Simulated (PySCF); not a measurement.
## Au²⁺: ionisation energy

Au²⁺ [Xe] 4f14 5d9 (2D) → Au³⁺ [Xe] 4f14 5d8 (3F), as a difference of total energies. Computed with PySCF 2.14 in aug-cc-pwCVTZ-PP with ECP60MDF, with scalar relativity through the core potential. Correlated levels: valence: 5s2 5p6 frozen; valence and next inner shell: nothing frozen outside the core potential. The calculations carry no spin-orbit coupling.

```tsv
method	ionisation energy (eV)
UHF	30.826
LDA	33.288
PBE	32.844
PBE0	32.664
r2SCAN	32.473
revPBE	32.730
MN15	33.069
PW91	32.921
MP2 (valence)	32.660
SCS-MP2 (valence)	32.558
MP2 (valence and next inner shell)	32.679
SCS-MP2 (valence and next inner shell)	32.483
```

**Question.** How much does correlation contribute at MP2 (valence and next inner shell)?

**Answer.** 32.679 − (30.826) = 1.853 eV, measured against UHF.

The reference lies between the lowest fine-structure levels, while these numbers refer to the centres of the terms.

Errors of the correlated levels include the incompleteness of this basis and the frozen core.

For comparison: 30 ± 1.6 eV (theoretical estimate listed by NIST; NIST Atomic Spectra Database, ionization energies).
